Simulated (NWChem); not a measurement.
System: GeNH2Cl2F; SMILES [Cl][Ge]([F])([Cl])[NH2]

```xyz
7

N      1.6325    -0.1521     1.2171
Ge     0.3235     0.0022    -0.0351
F      1.0552    -0.0179    -1.6154
Cl    -0.9846    -1.6943     0.1237
Cl    -0.8122     1.8403     0.0145
H      2.0565     0.7478     1.4727
H      1.2915    -0.6180     2.0664
```
Atoms are numbered in this order, from 1.

Program: NWChem. Pople sets run with spherical d functions. All runs use the structure optimised with PBE-D3(BJ)/def2-SVP. Vzz is the largest principal value of the second derivative of the potential at the nucleus (NWChem prints the opposite sign); η is the asymmetry. Non-relativistic.

```csv
level,Vzz N1 (a.u.),η N1,Vzz Ge2 (a.u.),η Ge2,Vzz Cl4 (a.u.),η Cl4,Vzz Cl5 (a.u.),η Cl5
Hartree-Fock/def2-SVP,[?],[?],[?],[?],[?],0.02,[?],0.02
Hartree-Fock/6-31G*,-0.878,0.02,-0.929,0.21,2.530,0.02,2.486,0.03
CAM-B3LYP/def2-TZVP,-0.879,0.02,-1.054,0.12,2.782,0.03,2.738,0.03
CAM-B3LYP/6-31G*,-0.848,0.00,-0.738,0.17,2.638,0.03,2.572,0.03
```

### Question
Some entries are withheld; supply them.

### Answer

- Hartree-Fock/def2-SVP, Vzz N1 (a.u.): -0.941
- Hartree-Fock/def2-SVP, η N1: 0.09
- Hartree-Fock/def2-SVP, Vzz Ge2 (a.u.): -0.955
- Hartree-Fock/def2-SVP, η Ge2: 0.32
- Hartree-Fock/def2-SVP, Vzz Cl4 (a.u.): 2.458
- Hartree-Fock/def2-SVP, Vzz Cl5 (a.u.): 2.431
